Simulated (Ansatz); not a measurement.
Relaxation of ClF₃Ge (5 atoms, charge 0, multiplicity 1), to a largest force component of 0.02 eV/Å in at most 40 steps.

Level of theory: Ansatz, RKS PBE-D4/def2-SVP.

```xyz
5
Properties=species:S:1:pos:R:3
Ge 0.000 0.000 0.000
Cl 0.000 0.000 2.220
F 1.584 0.000 -0.559
F -0.791 1.371 -0.559
F -0.791 -1.371 -0.559
```

Task: Where does it end, and by what steps?

Result: It converged. After 4 steps the energy has fallen by 0.187 eV; Ge1 moved furthest, 0.06 Å.

| step | energy less start (eV) | largest force component (eV/Å) | accepted |
| --- | --- | --- | --- |
| 0 | 0.0000 | 3.208 | yes |
| 1 | -0.1572 | 1.215 | yes |
| 2 | -0.1831 | 0.179 | yes |
| 3 | -0.1870 | 0.029 | yes |
| 4 | -0.1870 | 0.002 | yes |

```xyz
5
Properties=species:S:1:pos:R:3
Ge 0.000 0.000 0.059
Cl 0.000 0.000 2.179
F 1.610 0.000 -0.565
F -0.804 1.394 -0.565
F -0.804 -1.394 -0.565
```

Time of the run: 6.5 s on 2 threads of Arm Neoverse V2, on a shared host, peak memory 0.13 GiB.
